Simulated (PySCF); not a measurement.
Compound: C6H7FSi.
Numbering: `[F:1][C@:2]1([C:3]#[C:4][SiH3:5])[CH:6]=[CH:7][CH2:8]1`

Geometry (GFN2-xTB, Å), atoms numbered from 1 in this order:
```
atom  x, y, z in Å
F1    -0.9550   -0.9317    1.9759
C2    -0.8960   -0.2568    0.7656
C3     0.4779   -0.1389    0.3316
C4     1.6264   -0.0422   -0.0209
Si5    3.3910    0.0886   -0.5544
C6    -1.7176    1.0169    0.7154
C7    -2.5398    0.5462   -0.2170
C8    -1.8994   -0.8132   -0.2933
H9     3.6344    1.4743   -0.9600
H10    4.2344   -0.2865    0.5803
H11    3.5837   -0.8253   -1.6825
H12   -1.6114    1.9397    1.2525
H13   -3.3716    0.9600   -0.7562
H14   -1.4569   -1.0907   -1.2491
H15   -2.5046   -1.6327    0.0901
```

Probes without a nucleus sit at each ring's centroid and 1 Å off its mean plane on both sides; NICS is minus the shielding there, NICSzz its component along the normal. Level: GIAO PBE0/pcSseg-1 (PySCF, non-relativistic, gas phase) on the GFN2-xTB geometry, one conformer.

Ring bond lengths (Å), with Mayer bond orders in brackets: C2–C6 1.517 (1.00), C6–C7 1.329 (1.77), C7–C8 1.505 (1.04), C8–C2 1.561 (0.99).

What do the NICS probes read (ppm)?

```csv
ring,type,NICS(0),"NICS(1), two faces","NICS(1)zz, two faces",rms pucker (Å),"centre to ring atoms, mean (Å)"
C2–C6–C7–C8,"4-membered carbocycle; formal bonds 1 double, 3 single",1.3,-1.1 / -3.1,2.9 / 0.4,0.01,1.04
```

What do they say, and how far can they be read as aromaticity?

- C2–C6–C7–C8: mean NICS(1)zz 1.6 ppm, near zero. C2, C8 have four or more neighbours, and the NICS criterion for π rings isn't applied.

What is the mean of the two in-plane components of NICS at the second NICS(1) probe listed for ring C2–C6–C7–C8, 1 Å off the ring?

The isotropic value is a third of the trace: (3 × -3.1 − (0.4))/2 = -4.9 ppm.

List the ring angles and the Hirshfeld charges of the ring atoms.

- C2–C6–C7–C8: C2 85.9° (+0.111 e), C6 93.5° (-0.052 e), C7 95.3° (-0.024 e), C8 85.2° (-0.074 e); sum 359.9° against 360° for a flat convex ring.

How shielded are the nuclei of the rings and their hydrogens (means over atoms taken as equivalent)?

| atoms | environment | σ isotropic (ppm) | principal values of the symmetric part, first atom (ppm) |
| --- | --- | --- | --- |
| C2 | sp3 C–F carbon | 98.3 | 70.0, 84.9, 140.0 |
| C6 | alkene CH carbon | 38.3 | -68.4, 44.5, 138.8 |
| C7 | alkene CH carbon | 35.5 | -85.3, 32.1, 159.6 |
| C8 | allylic carbon | 137.4 | 115.5, 140.5, 156.3 |
| H12 | vinylic hydrogen | 25.23 | 24.5, 25.2, 26.0 |
| H13 | vinylic hydrogen | 24.99 | 23.5, 25.3, 26.2 |
| H14 | methylene hydrogen | 28.69 | 25.6, 28.4, 32.0 |
| H15 | methylene hydrogen | 28.58 | 26.2, 26.9, 32.7 |
